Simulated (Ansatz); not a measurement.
`N[CH2][InH2]` + `O[SiH3]` → `[SiH3][O][InH2]` + CH₃NH₂ at 700 K and 1 bar (ligand exchange at the In–C bond).

Computed with Ansatz on PBE0-D4/def2-TZVP structures; ΔE is electronic, products minus reactants. CCSD(T)/CBS adds triple-zeta CCSD(T) − MP2 to the extrapolated MP2 energy (def2 sets, frozen cores). def2 core potentials past Kr. For In outer-core shells are correlated without core-valence functions, which leaves a few kJ/mol of doubt a bond. One conformer a species, not always the lowest.

| species | CCSD(T)/CBS energy (Eh) | H − E (kJ/mol) | S (J/(mol·K)) |
| --- | --- | --- | --- |
| `N[CH2][InH2]` | -286.12674 | 235.5 | 420.6 |
| `O[SiH3]` | -366.69042 | 144.6 | 321.6 |
| `[SiH3][O][InH2]` | -557.10255 | 174.0 | 443.4 |
| CH₃NH₂ | -95.75281 | 207.6 | 296.6 |

H − E and S are ideal-gas, rigid-rotor, harmonic terms from PBE0-D4/def2-TZVP, for one conformer and one mirror image of each species. 1 Eh = 2625.50 kJ/mol, R = 8.31446 J/(mol·K).

Problem. By hand: ΔE, ΔH, ΔS and ΔG.

Solution. ΔE = (-557.10255) + (-95.75281) − (-286.12674) − (-366.69042) = -0.03820 Eh = -100.3 kJ/mol. Δ(H − E) = 174.0 + 207.6 − 235.5 − 144.6 = 1.5, so ΔH = -98.8 kJ/mol. ΔS = 443.4 + 296.6 − 420.6 − 321.6 = -2.2 J/(mol·K). ΔG = -98.8 − 700 × (-2.2)/1000 = -97.3 kJ/mol.

Problem. By hand: the equilibrium constant, and the temperature at which ΔG would vanish if ΔH and ΔS stayed fixed.

Solution. log₁₀ K = −ΔG/(RT ln 10) = 7.3. ΔG = 0 at ΔH/ΔS = 44909 K, far beyond where these terms or the molecules hold.

The number of gas molecules stays the same, so ΔS is small and ΔH decides. A doubt of 5 kJ/mol in ΔE shifts log₁₀ K by 0.4 here. Other conformers and mirror images would add mixing entropy, several J/(mol·K) or more a flexible species. Modes under 60 cm⁻¹, often nearly free rotors, make the harmonic entropy too high. These are equilibria of isolated gas molecules and say nothing of rates. Largest T1 diagnostic: 0.015 (customary marks: 0.02 for closed shells, 0.045 for open ones).
